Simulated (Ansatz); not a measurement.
Frontier orbitals of `O[SiH2][GaH][Br]`.

Charge 0, multiplicity 1. Correlated methods include outer-core shells of Br, Ga, which these sets cover unevenly. Scalar relativity is left out up to krypton. The structure was optimised at the PBE0-D4/def2-TZVP level. It is one conformer, not always the lowest. Basis def2-TZVPP, Ansatz.

| functional | HOMO (eV) | LUMO (eV) | gap (eV) |
| --- | --- | --- | --- |
| PBE | -6.41 | -2.83 | 3.58 |
| BLYP | -6.26 | -2.74 | 3.52 |
| r2SCAN | -6.68 | -2.67 | 4.01 |
| PBE0 | -7.55 | -2.08 | 5.47 |
| r2SCANh | -7.10 | -2.39 | 4.71 |
| CAM-B3LYP | -8.80 | -1.16 | 7.64 |
| ωB97X-V | -9.78 | -0.17 | 9.61 |
| ωB97M-V | -9.60 | -0.35 | 9.25 |

A quarter of exact exchange (PBE0) shifts PBE's HOMO by −1.14 eV and its LUMO by +0.75 eV; full exchange at long range (ωB97M-V) shifts them by −3.19 and +2.48 eV. The gap opens from 3.58 to 9.25 eV, since occupied levels lose self-interaction and empty ones feel all the electrons.
